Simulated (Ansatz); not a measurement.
`Oc1ccncc1`, relaxed with RKS PBE-D4/def2-SVP in Ansatz 0.2.0 from a rough embedded geometry. The force threshold is 0.03 eV/Å; the program also tests the step.

Charge 0, multiplicity 1.

Start:

```xyz
12

O    -1.726    1.368    0.589
C    -0.696    0.571    0.224
C     0.139    0.981   -0.814
C     1.186    0.153   -1.174
N     1.444   -1.006   -0.590
C     0.649   -1.389    0.393
C    -0.430   -0.647    0.842
H    -2.219    0.965    1.316
H    -0.045    1.919   -1.310
H     1.859    0.431   -1.974
H     0.890   -2.342    0.847
H    -1.051   -1.004    1.652
```

```json
{"step": "1", "energy (eV)": "-8786.5121", "largest force (eV/Å)": "1.015", "largest move (Å)": "0.000"}
{"step": "2", "energy (eV)": "-8786.6024", "largest force (eV/Å)": "0.360", "largest move (Å)": "0.034"}
{"step": "3", "energy (eV)": "-8786.6115", "largest force (eV/Å)": "0.050", "largest move (Å)": "0.013"}
{"step": "4", "energy (eV)": "-8786.6119", "largest force (eV/Å)": "0.031", "largest move (Å)": "0.005"}
{"step": "5", "energy (eV)": "-8786.6119", "largest force (eV/Å)": "0.014", "largest move (Å)": "0.001"}
```

End:

```xyz
12

O    -1.736    1.386    0.586
C    -0.708    0.579    0.229
C     0.137    0.992   -0.820
C     1.197    0.153   -1.184
N     1.471   -1.027   -0.600
C     0.658   -1.406    0.397
C    -0.436   -0.654    0.852
H    -2.222    0.965    1.319
H    -0.047    1.949   -1.329
H     1.870    0.461   -2.005
H     0.883   -2.375    0.877
H    -1.067   -1.023    1.678
```

It took 23 s on 4 threads of an Intel Xeon on a shared host, with 0.17 GiB of host memory at the peak.
